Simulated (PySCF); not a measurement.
Species: [InBrH3]- (charge -1).
SMILES: `[H][In-]([H])([H])[Br]`

Theory: PBE0-D3(BJ)/def2-SVP geometry optimisation, gas phase, def2 core potentials past Kr in PySCF.

Masses are those of the commonest isotopes; rigid-rotor values at the optimised geometry. 

Q: What are A, B and C (MHz)?

A: Ia = 8.86, Ib = 343.96, Ic = 343.96 u·Å²; 505379 MHz·u·Å²/I gives A = 57042, B = 1469, C = 1469 MHz.

Q: Classify the top.

A: A prolate symmetric top, as the point group C3v requires two equal moments. Ray's parameter κ = (2B − A − C)/(A − C) = -1.000; −1 is the prolate and +1 the oblate limit.

The dipole components (about the centre of mass, as the species is charged) are |μa| = 0.07 D, |μb| = 0.00 D, |μc| = 0.00 D.

Q: Estimate the classical rotational partition function at 25 K, 100 K and 298.15 K.

A: Point group C3v, symmetry number σ = 3; q = (√π/σ)·√((kT/h)³/(ABC)), k/h = 20836.6 MHz/K: 633 at 25 K, 5060 at 100 K, 26100 at 298.15 K.

Not checked by PBE0-D3(BJ)/def2-SVP frequencies. The geometry's basis has no diffuse functions, a weakness for an anion. These are rigid-rotor constants of the computed structure; measured ground-state constants (B0) also hold zero-point vibration.
